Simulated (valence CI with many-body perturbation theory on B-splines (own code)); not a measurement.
Values are calculated unless marked as measured or tabulated.
**Basis-set convergence for Cu¹⁶⁺**

Method: relativistic CI+MBPT: three valence electrons over a frozen Dirac-Fock core [Ne], a basis of 9 s, 9 p, 8 d, 6 f, 3 g, 1 h functions for each j, with the one-electron correlation potential Σ1, the two-electron term Σ2, the three-electron term Σ3, Breit, model QED; selected CI, second order for the rest, scaled by the run's own slope (own B-spline code, finite nucleus).

No measured levels were compared; by estimate levels of excited configurations hold to 0.05 to 0.15 % of their energy, terms of the ground configuration to about 0.5 %.

The reference run has the lowest level 3s2 3p 2P°_1/2 and an ionisation energy of 556.542 eV. Its largest variational space holds 8620 state functions.

Names give the largest LS component (configuration and term), which can be under half, so a name can repeat, a term be missing and a line seem to break the LS rules; names also repeat where a configuration has a term twice.

Changed runs:
A. basis 6 s, 6 p, 5 d, 3 f, 1 g
B. basis 5 s, 5 p, 4 d, 2 f

Excitation energies of the reference run in cm⁻¹, and shifts in cm⁻¹:

```tsv
Level	Reference	A	B
3s2 3p 2P°_3/2	33251	-3.2	-6.2
3s 3p2 4P_1/2	277079	-101	-316
3s 3p2 4P_3/2	291705	-108	-336
3s 3p2 4P_5/2	307615	-102	-315
3s 3p2 2D_3/2	372268	+34	+104
3s 3p2 2D_5/2	377828	+27	+84
3s 3p2 2S_1/2	445093	+163	+504
3s 3p2 2P_1/2	480372	+146	+463
3s 3p2 2P_3/2	490819	+116	+386
3s2 3d 2D_3/2	574220	+293	+941
3s2 3d 2D_5/2	578287	+292	+934
3p3 2D°_3/2	707242	-32	-154
Ionisation energy (eV)	556.542	-0.014	-0.042
```
